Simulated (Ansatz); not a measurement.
The first iterations of a band of C₃H₁₁FSi₂ (17 atoms, charge 0, multiplicity 1).

The calculation used RKS PBE-D4/6-31G* (Ansatz 0.2.0).

| Item | Value |
| --- | --- |
| movable images | 4 |
| climbing image | no |
| spring | 5.0 eV/Å² |
| optimiser | quadratic models (default) |
| start path | through a guess of the saddle point |
| force threshold | 0.05 eV/Å |
| iteration limit | 60 |
| end points | relaxed |

Initial state:

```xyz
17
Properties=species:S:1:pos:R:3
C -1.307 -1.099 -0.295
C -0.023 -0.680 0.414
C 0.838 -1.876 0.809
F -0.409 -0.022 1.631
Si 0.963 0.680 -0.545
Si -0.242 2.685 -0.375
H -1.885 -1.784 0.352
H -1.079 -1.623 -1.238
H -1.944 -0.229 -0.528
H 1.196 -2.412 -0.086
H 1.715 -1.558 1.396
H 0.247 -2.583 1.421
H 2.322 0.826 0.081
H 1.162 0.273 -1.982
H -1.689 2.440 -0.695
H 0.274 3.720 -1.334
H -0.157 3.242 1.014
```

Final state:

```xyz
17
Properties=species:S:1:pos:R:3
C -1.266 -1.112 -0.403
C -0.037 -0.690 0.397
C 0.818 -1.881 0.818
F -0.514 -0.070 1.601
Si 0.985 0.708 -0.466
Si -0.265 2.689 -0.329
H -1.870 -1.825 0.186
H -0.969 -1.605 -1.344
H -1.903 -0.247 -0.652
H 0.202 -2.612 1.374
H 1.242 -2.390 -0.064
H 1.650 -1.564 1.468
H 2.298 0.864 0.250
H 1.284 0.334 -1.894
H -1.691 2.423 -0.723
H 0.277 3.749 -1.246
H -0.262 3.229 1.070
```

| iteration | highest image above the first end (eV) | largest band force component (eV/Å) |
| --- | --- | --- |
| 1 | 1.057 | 5.360 |
| 2 | 0.213 | 1.140 |

Question: Does the band converge within its limit, and where does its top end?

Answer: The forces met the threshold. It ended after 6 iterations with the highest image 0.137 eV above the first end. No image climbed, so the highest image needn't sit at the top of the path.

Time of the run: 65 s on 2 threads of Intel(R) Xeon(R) Platinum 8488C (Sapphire Rapids), on a shared host, peak memory 0.22 GiB.
